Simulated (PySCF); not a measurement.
SMILES C[Si](C)(C)C#C[SiH3] (GFN2-xTB optimised geometry):

```
19

Si     1.205    -2.503     0.000
C      0.619    -0.751     0.000
C      0.234     0.398     0.002
Si    -0.359     2.162     0.004
C      0.280     3.015    -1.577
C     -2.266     2.155     0.035
C      0.331     3.029     1.556
H      0.693    -3.164     1.204
H      0.693    -3.164    -1.204
H      2.671    -2.503     0.000
H     -0.087     2.515    -2.469
H     -0.041     4.052    -1.627
H      1.365     3.004    -1.618
H     -2.671     1.647    -0.836
H     -2.668     3.164     0.043
H     -2.642     1.644     0.916
H     -0.010     2.539     2.463
H      1.416     3.014     1.563
H      0.015     4.067     1.604
```

Computed with PySCF with PBE0/def2-SVP.

**Question.** What are the frontier orbital energies and the dipole moment?

**Answer.** HOMO-2 -8.87 eV, HOMO-1 -7.74 eV, HOMO -7.74 eV, LUMO -0.06 eV, LUMO+1 -0.06 eV; dipole moment 0.76 D.

On the same geometry PBE/def2-SVP (PySCF) gives HOMO-2 -7.51 eV, HOMO-1 -6.50 eV, HOMO -6.50 eV, LUMO -0.93 eV, LUMO+1 -0.93 eV; dipole moment 0.83 D.

Meta-Löwdin charges at PBE0/def2-SVP: Si1 0.49, C2 -0.26, C3 -0.25, Si4 0.88, C5 -0.55, C6 -0.55, C7 -0.55, H8 -0.09, H9 -0.09, H10 -0.09, H11 0.12, H12 0.11, H13 0.12, H14 0.12, H15 0.11, H16 0.12, H17 0.12, H18 0.12, H19 0.11.
